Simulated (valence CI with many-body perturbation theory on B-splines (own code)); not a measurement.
# A CI+MBPT run for Cu²²⁺

Calculated by configuration interaction combined with many-body perturbation theory (CI+MBPT): five valence electrons over a frozen Dirac-Fock core [He], a basis of 6 s, 6 p, 5 d, 3 f, 1 g functions for each j, with the one-electron correlation potential Σ1 (screened to all orders), the two-electron term Σ2, the three-electron term Σ3, Breit, model QED; selected single and double excitations, second order for the rest, scaled by the run's own slope (own B-spline code, finite nucleus).

Command, and the settings that its task file holds:

```sh
python run_cv.py task.json out
```

```
atom Cu  Z=29  mass_number=63  rms_radius_fm=3.8823
core [He]
valence 2s2 2p3
avg = 1
basis = S
breit = 1
cap = 10000
capref = 1200
cscale = 1
de = 0.0
dress = 0
eps = 2e-08
extrap = 1
h = 0.27
hh = 1
l2 = 3
lcore = 6
maxit = 60
n2 = 5
natural = 1
nlev = 21
nno = [3, 3, 3, 2, 1]
nroot = 26
nsp = [3, 3, 2, 1, 0]
pt2 = 1
qed = 1
rpa = 1
s1 = 0.9
s2 = 1
s3 = 1
screen = 1
tol = 2e-05
whole = 1
```

It took 25 s on 1 thread of Arm Neoverse V1 (shared host).

Log. The first blocks belong to the next ion, which gives the ionisation energy. Fields: 2J, parity (1 odd), roots, reference size, generating configurations, candidates as configurations/state functions, variational space P, stored matrix elements, Davidson steps; e2 is the range of second-order energies in hartree. The first line gives the box (bohr), its intervals, the orbitals and the steps of their self-consistent field. Window is the range of levels sought, series limit the energy at which the first omitted orbital would enter, core excitation an estimate of the first excitation out of the core, left out the lowest levels not solved, and shifts from estimates the range by which levels moved from their first estimate, all in cm⁻¹.

```
rmax 2.5 intervals 57 orbitals 36 references ['2s2 2p3', '2s 2p4', '2p5'] scf 4 t 0.4
2J=0 par=0 roots 2 ref 28 generators 4 cand 692/968 P 718/996 nnz 0 it 0
2J=0 par=0 roots 2 ref 28 generators 8 cand 749/1066 P 1467/2062 nnz 0 it 5
   second order: generators 18 cand 4882/8461 e2 -0.00004 -0.00003
2J=2 par=0 roots 2 ref 58 generators 2 cand 398/994 P 431/1052 nnz 0 it 0
2J=2 par=0 roots 2 ref 58 generators 6 cand 1211/3750 P 1642/4802 nnz 2.7e+06 it 6
   second order: generators 21 cand 6297/25193 e2 -0.00007 -0.00005
reference levels 430, estimated 375, window 9554660 1/cm; series limit 14036102, core excitation 65852210
2J=3 par=1 roots 12 ref 68 generators 20 cand 433/1446 P 1344/5138 nnz 2.5e+06 it 8
2J=3 par=1 roots 12 ref 68 generators 28 cand 841/4852 P 2185/9990 nnz 7.8e+06 it 8
   second order: generators 72 cand 25098/244571 e2 -0.01558 -0.00366
2J=5 par=1 roots 8 ref 53 generators 16 cand 414/1455 P 1289/5108 nnz 2.7e+06 it 9
2J=5 par=1 roots 8 ref 53 generators 22 cand 741/4816 P 2030/9924 nnz 7.9e+06 it 10
   second order: generators 51 cand 22308/267026 e2 -0.01668 -0.00856
2J=1 par=1 roots 8 ref 45 generators 18 cand 435/1147 P 1531/4200 nnz 1.5e+06 it 8
2J=1 par=1 roots 8 ref 45 generators 24 cand 1420/5761 P 2951/9961 nnz 7.1e+06 it 9
   second order: generators 65 cand 22477/145058 e2 -0.00274 -0.00078
2J=5 par=0 roots 8 ref 60 generators 19 cand 382/1444 P 1360/5114 nnz 2.6e+06 it 8
2J=5 par=0 roots 8 ref 60 generators 29 cand 790/4543 P 2150/9657 nnz 7.4e+06 it 11
   second order: generators 70 cand 29039/372662 e2 -0.01828 -0.00551
2J=3 par=0 roots 10 ref 72 generators 19 cand 402/1408 P 1288/5072 nnz 2.7e+06 it 7
2J=3 par=0 roots 10 ref 72 generators 30 cand 903/4747 P 2191/9819 nnz 7.6e+06 it 9
   second order: generators 70 cand 28906/313117 e2 -0.01926 -0.00383
2J=1 par=0 roots 8 ref 53 generators 20 cand 483/1329 P 1696/4656 nnz 1.9e+06 it 5
2J=1 par=0 roots 8 ref 53 generators 28 cand 1317/5324 P 3013/9980 nnz 6.7e+06 it 8
   second order: generators 62 cand 22593/141553 e2 -0.00800 -0.00068
2J=7 par=1 roots 3 ref 30 generators 8 cand 383/1063 P 1038/3450 nnz 1.3e+06 it 5
2J=7 par=1 roots 3 ref 30 generators 13 cand 1197/8050 P 2235/11500 nnz 9.6e+06 it 7
   second order: generators 28 cand 16916/217352 e2 -0.00677 -0.00454
2J=7 par=0 roots 3 ref 27 generators 10 cand 251/978 P 1013/3450 nnz 1.2e+06 it 8
2J=7 par=0 roots 3 ref 27 generators 12 cand 818/6248 P 1831/9698 nnz 8.6e+06 it 8
   second order: generators 34 cand 20245/288699 e2 -0.00765 -0.00744
2J=9 par=0 roots 2 ref 8 generators 5 cand 353/1543 P 1331/4487 nnz 1.8e+06 it 5
2J=9 par=0 roots 2 ref 8 generators 6 cand 931/7964 P 2262/12451 nnz 1.5e+07 it 6
   second order: generators 24 cand 13878/193073 e2 -0.00192 -0.00185
2J=9 par=1 roots 1 ref 11 generators 3 cand 182/1219 P 819/3654 nnz 1.7e+06 it 4
2J=9 par=1 roots 1 ref 11 generators 3 cand 1195/9058 P 2014/12712 nnz 1.5e+07 it 5
   second order: generators 11 cand 7129/80136 e2 -0.00091 -0.00091
left out: unestimated 12756592, estimated 10079743, shifts from estimates -114 to 334
operators 0.1
```

The Davidson iterations converged.

No measured spectrum was set against this ion. As an estimate, levels of excited configurations hold to 0.05 to 0.15 % of their energy, terms of the ground configuration to about 0.5 %. Among the levels kept, up to 4000 cm⁻¹ of a level comes from second order outside the variational space, and about a tenth of that is noise between levels of different J, which matters for small intervals.

```
Valence energy                            : -426.2982 hartree
Ionisation energy                         : 2042.7 eV (NIST: 2044 ± 6 eV (semi-empirical))
Reference configurations for the orbitals : 2s2 2p3, 2s 2p4, 2p5
Radial orbitals                           : 36
Box radius                                : 2.538 bohr
Largest variational space                 : 12712
Lowest levels                             : 2s2 2p3 4S°_3/2 0, 2s2 2p3 2D°_3/2 171320, 2s2 2p3 2D°_5/2 230530, 2s2 2p3 2P°_1/2 328760, 2s2 2p3 2P°_3/2 447450, 2s 2p4 4P_5/2 900710, 2s 2p4 4P_3/2 1011300, 2s 2p4 4P_1/2 1037100, 2s 2p4 2D_3/2 1250500, 2s 2p4 2D_5/2 1285200, 2s 2p4 2S_1/2 1428400, 2s 2p4 2P_3/2 1486800, 2s 2p4 2P_1/2 1647900, 2p5 2P°_3/2 2318700 cm⁻¹
```

Names give the largest LS component (configuration and term), which can be under half, so a name can repeat, a term be missing and a line seem to break the LS rules; names also repeat where a configuration has a term twice.
